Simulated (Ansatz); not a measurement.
Consider the ligand exchange at a B–C bond: `BCOCO` + `C#CS` → `BSC#C` + `COCO`.

Computed with Ansatz on PBE0-D4/def2-TZVP structures; ΔE is electronic, products minus reactants. CCSD(T)/CBS is the MP2 limit (def2-TZVPP, def2-QZVPP) plus CCSD(T) − MP2 in def2-TZVPP, frozen cores. This one scheme is used for every species. Each species was taken in one conformer, which may not be the lowest.

`BCOCO`:

```xyz
12

B     1.839   -1.178   -0.002
C     0.699   -0.201    0.355
O    -0.555   -0.517   -0.214
C    -1.534    0.441    0.030
O    -1.293    1.655   -0.621
H     2.905   -0.998    0.514
H     1.693   -2.071   -0.781
H     1.036    0.801    0.030
H     0.616   -0.108    1.454
H    -2.476   -0.013   -0.293
H    -1.584    0.690    1.098
H    -1.346    1.499   -1.569
```

`C#CS`:

```xyz
5

C     0.147   -0.333   -1.196
C     0.194   -0.082   -0.020
S     0.391    0.215    1.621
H     0.094   -0.550   -2.237
H    -0.826    0.751    1.831
```

`BSC#C`:

```xyz
7

B    -0.248    0.669    0.204
S    -0.819    0.422   -1.705
C     0.022   -0.704   -0.874
C     0.550   -0.984    0.214
H    -1.200    0.612    0.918
H     0.617    1.486    0.261
H     1.077   -1.503    0.983
```

`COCO`:

Z-matrix (Å, degrees):
```
C
O 1 1.410
H 1 1.090 2 107.2
H 1 1.098 2 110.9 3 118.9
H 1 1.094 2 111.6 3 -119.7
C 2 1.391 1 113.3 3 -179.1
O 6 1.398 2 113.5 1 -67.9
H 6 1.095 2 105.4 1 169.5
H 6 1.097 2 111.0 1 50.4
H 7 0.962 6 108.0 2 -64.4
```

| species | CCSD(T)/CBS(def2) energy (Eh) |
| --- | --- |
| `BCOCO` | -255.41239 |
| `C#CS` | -475.00020 |
| `BSC#C` | -500.39539 |
| `COCO` | -230.04026 |

Q: Work out ΔE.

A: ΔE = (-500.39539) + (-230.04026) − (-255.41239) − (-475.00020) = -0.02306 Eh = -0.63 eV.

Largest T1 diagnostic among the species: 0.014.

In def2-TZVPP, CCSD(T) changes the Hartree–Fock value by −0.68 eV (the triples alone add −0.15 eV) and MP2 by −0.89 eV. The D4 term adds −0.04 eV with B3LYP and −0.01 eV with PBE0; it sums over pairs of atoms, weighted by their polarisabilities, and B3LYP, whose exchange is more repulsive, gets the larger term. From PBE to PBE0 (25 % exact exchange), in def2-TZVPP and without D4, ΔE moves by +0.07 eV.

B3LYP here is the variant with VWN-RPA as its local correlation; programs differ in this.
